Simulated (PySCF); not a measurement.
System: Ga₂O, singlet: symmetric bend, bond length relaxed. Scanned: Ga-O-Ga angle. Other coordinates (O-Ga bond length) were minimised at PBE0/def2-TZVP.

Method: PySCF with wB97X-V/cc-pVDZ.

Scanned values (°): 180, 170, 160, 150, 140, 130, 120, 110, 100, 90, 80.

### Question
At which scan points does the profile have its minima and maxima, and how high do they lie?

### Answer
Lower than their neighbours: 180° (0.0 mEh, end of the scan). Higher than their neighbours: 80° (54.5 mEh, end of the scan). The whole profile spans 54.5 mEh.
